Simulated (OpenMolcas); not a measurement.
# Levels of neutral lutetium by method

- Program: OpenMolcas
- Basis: ANO-RCC-VQZP [9s8p6d4f3g2h]
- Scalar Hamiltonian: DKH2, point nucleus
- Active space: 3 electrons in 6 orbitals (5d 6s)
- State averaging: 2S+1 = 4 even, 20 roots (10 in the spin-orbit step); 2S+1 = 2 even, 30 roots
- Spin-orbit coupling: state interaction with AMFI integrals over the reference wave functions, term energies averaged over their components

Methods on the same reference wave functions:
A. CASSCF
B. SS-CASPT2, IPEA 0.25 Eh, imaginary shift 0.1 Eh (closed shells correlated: 5s 5p)
C. MS-CASPT2, IPEA 0.25 Eh, imaginary shift 0.1 Eh (closed shells correlated: 5s 5p)

Energies in cm-1 above 5d 6s2 2D 3/2, the measured ground level; measured values from NIST Handbook of Basic Atomic Spectroscopic Data.

| Level | A | B | C | Measured |
| --- | --- | --- | --- | --- |
| 5d 6s2 2D 3/2 | 0.0 | 0.0 | 0.0 | 0.0 |
| 5d 6s2 2D 5/2 | 1819 | 1819 | 1891 | 1994 |
| 5d2 6s 4F 3/2 | 14791 | 17000 | 17330 | 18851 |
| 5d2 6s 4F 5/2 | 15404 | 17610 | 17940 | 19403 |
| 5d2 6s 4F 7/2 | 16265 | 18520 | 18850 | 20247 |
| 5d2 6s 4F 9/2 | 17313 | 19570 | 19900 | 21242 |
| 5d2 6s 4P 1/2 | 21485 | 22660 | 23000 | 21472 |
| 5d2 6s 4P 3/2 [70 %] | 21915 | 22980 | 23380 | 22468 |
| 5d2 6s 2D 3/2 [64 %] | 25489 | 23750 | 24330 | 24518 |
| 5d2 6s 2G 7/2 [71 %] | 26969 | 27020 | 27360 |  |
| 5d2 6s 2G 9/2 | 27378 | 26710 | 27040 | 26671 |
| 5d2 6s 2F 7/2 [71 %] | 28530 | 25600 | 25930 |  |
| 5d2 6s 2P 1/2 | 28682 | 27350 | 27680 | 28793 |
| 5d2 6s 2P 3/2 | 29790 | 28470 | 28830 | 29938 |

Deviations, from unrounded energies. A percentage is the sum of absolute deviations over the sum of measured energies, with the sign that they share, or ± where signs differ.

```csv
Against measurement,Levels,A,B,C
mean absolute deviation (cm-1),11,1700,1100,1000
fine structure of the ground term (%),1,-8.8,-8.8,-5.2
other configurations (%),10,±7.9,±5.3,±4.7
```

C lies closest to measurement on these levels and A furthest from it. The largest miss of C in the table is 5d2 6s 4P 1/2, by +1500 cm-1. The ranking rests on the paired levels alone, and a cruder setting can come out closer through cancelling errors.

Between B and C the level of the table that moves most is 5d2 6s 2D 3/2 [64 %], by 570 cm-1 (lowest in B, highest in C). Moves below CASPT2's spread within the term are not significant.

The mean deviations of B to C differ by less than CASPT2's widest spread within a term (990 cm-1), so their order carries little weight.

The lowest spin-free term lies below A's lowest term by 0.250 hartree in B, 0.251 hartree in C.

CASPT2 does not keep the components of a term degenerate, so their means are used; among the terms shown or strongly mixed into the levels shown the widest spread is 990 cm-1 (5d2 6s 2G, C). Over all roots computed the reference weight is 0.86 to 0.93 in B, 0.86 to 0.93 in C; the roots of lowest weight are the least certain, and an intruder state may touch them. Some high roots are left out of the spin-orbit mixing, which shifts the levels that they would mix with. A single d shell beside an s shell can misplace configurations of different d count against each other. Without dynamic correlation excited terms often stand tens of per cent too high (terms of higher spin than the ground term too low), and those without a measured partner can miss by more than the paired ones (holds for A). Some levels mix across a computed gap that differs much from the measured one, so their mixing is not that of the real levels (holds for B; C). Computed and measured levels are paired by configuration, term and J; levels that our copy of the source lacks, or whose pairing is in doubt (as where it misses far off the trend of its configuration), stay unpaired and out of the deviations. Only configurations of the active space appear. Levels that lie high or do not pair safely by name in every column are left out.

A share in square brackets marks a mixed level and gives the weight of the term that names it, the lowest over the columns.
